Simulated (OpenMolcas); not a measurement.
**OpenMolcas input wanted**

Cu2: 2 atoms, total charge 0, spin state singlet. As SMILES, `[Cu][Cu]`. Geometry: the measured bond length.

```tsv
atom	x (Å)	y (Å)	z (Å)
Cu	0.0000	0.0000	0.0000
Cu	0.0000	0.0000	2.2197
```

Settings wanted:

```
method                    : DFT
reference                 : RKS
basis set                 : def2-SVPD
task                      : gradient
functional                : PBE
nucleus                   : point
integration grid          : UltraFine
SCF convergence threshold : 1e-10
```

Question: Give an OpenMolcas 26.06 job that does this.

Answer: One that was run (others would do as well):

test.inp:
```
&GATEWAY
BasLib=$CurrDir
Coord
2
bohr
Cu     0.00000000     0.00000000     0.00000000
Cu     0.00000000     0.00000000     4.19462508
Basis=def2-SVPD
Group=NoSym
&SEWARD
GridInput
Grid=UltraFine
End of Grid
&SCF
KSDFT=PBE
Thresholds=1e-10 1e-07 1e-07 1e-05
PrOrbitals=1 2
&ALASKA
```

```bash
$ export MOLCAS_MEM=1860
$ pymolcas test.inp > test.log
```

(Basis files named in the input come from the Basis Set Exchange and aren't shown.)

Calculated total energy: -3280.05139 Eh, largest force 0.182 eV/Å.
